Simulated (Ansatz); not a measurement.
Cost and result for the atomization energy of H4MgOSSi (`[SiH3][O][Mg][SH]`) (8 atoms, 7 bonds).

The species carries charge 0 and has multiplicity 1. Correlated methods include outer-core shells of Mg, which these sets cover unevenly. All single points use the PBE0-D4/def2-TZVP geometry. It is one conformer, not always the lowest. Program: Ansatz. All runs use 2 threads of a server CPU on a shared host. Times are those of one run each, without the atoms' runs, and a repeat can differ threefold. Electronic energies, without spin–orbit coupling; frozen cores. CCSD(T)/CBS adds CCSD(T) − MP2 in def2-TZVPP to the MP2 limit, and its time is that of the two runs behind it. T1 = 0.010. With those shells the extrapolation isn't a true limit. B3LYP takes the VWN-RPA correlation (the form of Gaussian; ORCA's B3LYP/G). HSE06 is the plane-wave form, built on full-range PBE exchange.

CCSD(T)/CBS is a level of theory with its own doubt, some kJ/mol a heavy atom from the limit and from the frozen cores, so smaller differences don't rank the functionals.

```json
{"level": "LDA (SPW92)/def2-TZVPP", "functions": "203", "wall time": "1.4 s", "atomization (kJ/mol)": "2755.9", "difference from CCSD(T)/CBS": "251.5", "per bond": "35.9"}
{"level": "revPBE-D4/def2-TZVPP", "functions": "203", "wall time": "2.6 s", "atomization (kJ/mol)": "2404.6", "difference from CCSD(T)/CBS": "-99.8", "per bond": "-14.3"}
{"level": "PBE-D4/def2-TZVPP (with forces)", "functions": "203", "wall time": "3 s", "atomization (kJ/mol)": "2455.8", "difference from CCSD(T)/CBS": "-48.6", "per bond": "-6.9"}
{"level": "PBE0-D4/def2-TZVPP", "functions": "203", "wall time": "3.8 s", "atomization (kJ/mol)": "2427.9", "difference from CCSD(T)/CBS": "-76.5", "per bond": "-10.9"}
{"level": "HSE06-D4/def2-TZVPP", "functions": "203", "wall time": "3.8 s", "atomization (kJ/mol)": "2429.0", "difference from CCSD(T)/CBS": "-75.4", "per bond": "-10.8"}
{"level": "CCSD(T)/def2-SVP", "functions": "88", "wall time": "3.9 s", "atomization (kJ/mol)": "2288.5", "difference from CCSD(T)/CBS": "-215.9", "per bond": "-30.8"}
{"level": "B3LYP-D4/def2-TZVPP (with forces)", "functions": "203", "wall time": "5.5 s", "atomization (kJ/mol)": "2454.9", "difference from CCSD(T)/CBS": "-49.5", "per bond": "-7.1"}
{"level": "r2SCAN-D4/def2-TZVPP (with forces)", "functions": "203", "wall time": "6.5 s", "atomization (kJ/mol)": "2490.8", "difference from CCSD(T)/CBS": "-13.6", "per bond": "-1.9"}
{"level": "ωB97X-V/def2-TZVPP", "functions": "203", "wall time": "11 s", "atomization (kJ/mol)": "2494.2", "difference from CCSD(T)/CBS": "-10.2", "per bond": "-1.4"}
{"level": "B97M-V/def2-TZVPP", "functions": "203", "wall time": "12 s", "atomization (kJ/mol)": "2488.0", "difference from CCSD(T)/CBS": "-16.4", "per bond": "-2.3"}
{"level": "MP2/def2-QZVPP", "functions": "380", "wall time": "19 s", "atomization (kJ/mol)": "2508.3", "difference from CCSD(T)/CBS": "3.9", "per bond": "0.6"}
{"level": "CCSD(T)/def2-TZVPP", "functions": "203", "wall time": "110 s", "atomization (kJ/mol)": "2405.8", "difference from CCSD(T)/CBS": "-98.6", "per bond": "-14.1"}
{"level": "CCSD(T)/CBS(def2)", "functions": "–", "wall time": "2.2 min", "atomization (kJ/mol)": "2504.4", "difference from CCSD(T)/CBS": "0.0", "per bond": "0.0"}
```

From BLYP to BHLYP (50 % exact exchange), in def2-TZVPP and without D4, the atomization energy moves by −26.7 kJ/mol: exact exchange takes away binding that semilocal exchange gives to molecules. In def2-TZVPP, CCSD(T) changes the Hartree–Fock value by +582.0 kJ/mol (the triples alone add +31.3 kJ/mol) and MP2 by +624.2 kJ/mol; breaking electron pairs costs correlation energy, which Hartree–Fock lacks. At CCSD(T), def2-SVP lies −215.8 kJ/mol from the extrapolated value and def2-TZVPP −98.6 kJ/mol: correlation converges slowly with the basis, and small sets miss more of it in the bonded molecule than in its fragments.
